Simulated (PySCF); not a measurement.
Predicted microwave data (PBE0-D3(BJ)/def2-SVP geometry optimisation, gas phase in PySCF) for one isomer of C3H10BN:

| Quantity | Value |
| --- | --- |
| Rotational constants | A = 7435, B = 3185, C = 2532 MHz |
| Dipole components | \|μa\| = 1.63 D, \|μb\| = 0.06 D, \|μc\| = 1.09 D |
| Inertial defect | -27.03 u·Å² |
| κ | -0.73 |

**Question.** Which structure is it? (One computed conformer of each.)
A. `[CH3:1][CH:2]([CH3:3])[BH:4][NH2:5]` with C1–C2–B4–N5 -122°
B. `[BH3-:1][NH2+:2][CH2:3][CH:4]=[CH2:5]` with B1–N2–C3–C4 179°, N2–C3–C4–C5 1°
C. `[CH3:1][CH2:2][B:3]([CH3:4])[NH2:5]` with C1–C2–B3–C4 180°
D. `CNB(C)C`
E. `[BH2:1][NH:2][CH2:3][CH2:4][CH3:5]` with B1–N2–C3–C4 -115°, N2–C3–C4–C5 180°

**Answer.** A. It is CC(C)BN, an asymmetric top. The candidates at the same level (rigid rotor, commonest isotopes):

```tsv
SMILES	A (MHz)	B (MHz)	C (MHz)	μa (D)	μb (D)	μc (D)	Δ (u·Å²)	point group	rotor
CNB(C)C	7124	3459	2435	1.29	0.64	0.00	-9.45	Cs	asymmetric top
CC(C)BN	7435	3185	2532	1.63	0.06	1.09	-27.03	near Cs	asymmetric top
BNCCC	17642	2154	2131	1.91	0.86	0.92	-26.10	C1	near-prolate asymmetric top
CCB(C)N	7856	3218	2384	0.11	1.42	0.00	-9.37	Cs	asymmetric top
[BH3-][NH2+]CC=C	13816	2533	2235	5.54	0.55	0.00	-9.99	Cs	near-prolate asymmetric top
```

`BNCCC` has A 137 % too high; `CCB(C)N` has C 6 % too low; `CNB(C)C` has B 9 % too high; `[BH3-][NH2+]CC=C` has A 86 % too high. No structure here is proved a minimum.
